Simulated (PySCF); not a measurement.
C3H4FNSi, SMILES N#C/C=C\[SiH2]F.

The structure is a stationary point at PBE-D3(BJ)/def2-SVP. The structure was generated by enumeration; whether it is a known compound was not checked. The values are those of a single conformer.

Method: PBE-D3(BJ)/def2-SVP in PySCF 2.14.0.

Frequencies are harmonic and unscaled.

A small imaginary wavenumber (i) marks a very flat motion, where grid noise or a shallow saddle decides the sign.

| mode | ν (cm⁻¹) | IR (km/mol) | moving atoms (share of kinetic energy) |
|---|---|---|---|
| 1 | 15i | 3.5 | F 37 %, Si 28 %, H 20 % |
| 2 | 80 | 5.3 | N 50 %, Si 17 %, F 15 %, C 14 % |
| 3 | 199 | 4.1 | F 39 %, Si 25 %, C 17 %, N 11 % |
| 4 | 243 | 1.6 | C 60 %, H 23 %, N 17 % |
| 5 | 314 | 2.5 | C 65 %, F 14 %, N 10 % |
| 6 | 417 | 0.0 | H 50 %, C 40 %, N 8 % |
| 7 | 600 | 2.3 | C 72 %, Si 12 %, H 10 % |
| 8 | 625 | 41.5 | H 52 %, C 32 %, Si 14 % |
| 9 | 694 | 5.9 | H 91 % |
| 10 | 706 | 23.0 | C 64 %, Si 19 %, H 11 % |
| 11 | 729 | 76.7 | H 59 %, C 37 % |
| 12 | 835 | 19.6 | H 43 %, F 42 %, Si 13 % |
| 13 | 885 | 253.3 | H 65 %, Si 20 %, F 12 % |
| 14 | 916 | 34.4 | H 64 %, C 18 %, N 9 % |
| 15 | 943 | 101.2 | H 41 %, C 32 %, Si 12 %, N 11 % |
| 16 | 961 | 0.1 | H 80 %, C 20 % |
| 17 | 1135 | 4.1 | H 89 %, C 9 % |
| 18 | 1305 | 8.9 | H 64 %, C 35 % |
| 19 | 1596 | 10.7 | C 95 % |
| 20 | 2190 | 43.5 | H 98 % |
| 21 | 2199 | 96.9 | H 95 % |
| 22 | 2260 | 2.4 | C 63 %, N 37 % |
| 23 | 3083 | 0.2 | H 92 % |
| 24 | 3099 | 0.0 | H 91 %, C 9 % |
